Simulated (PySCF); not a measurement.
Computed IR spectrum (relative IR intensity) of a molecule CH5N3OSi. The structure is a stationary point at PBE0-D3(BJ)/def2-SVP. One conformer was computed; it need not be the lowest. All values below come from PBE0-D3(BJ)/def2-SVP (PySCF). Frequencies are harmonic and unscaled.

Lines under 2 % of the strongest are left out, and lines within 2 cm⁻¹ are merged.

| ν (cm⁻¹) | relative intensity |
|---|---|
| 283 | 14 |
| 324 | 20 |
| 344 | 34 |
| 391 | 33 |
| 425 | 36 |
| 523 | 5.2 |
| 536 | 6.3 |
| 664 | 22 |
| 741 | 23 |
| 791 | 4.0 |
| 833 | 4.1 |
| 908 | 79 |
| 912 | 19 |
| 992 | 76 |
| 1234 | 67 |
| 1528 | 34 |
| 1534 | 14 |
| 2278 | 34 |
| 2431 | 100 |
| 3622 | 16 |
| 3636 | 20 |
| 3728 | 17 |
| 3743 | 19 |

Task: Which molecule gave these data?
A. N#CO[SiH](N)N
B. N[SiH](N)N=C=O
C. N[Si]1(N)N=CO1

Result: A, N#CO[SiH](N)N
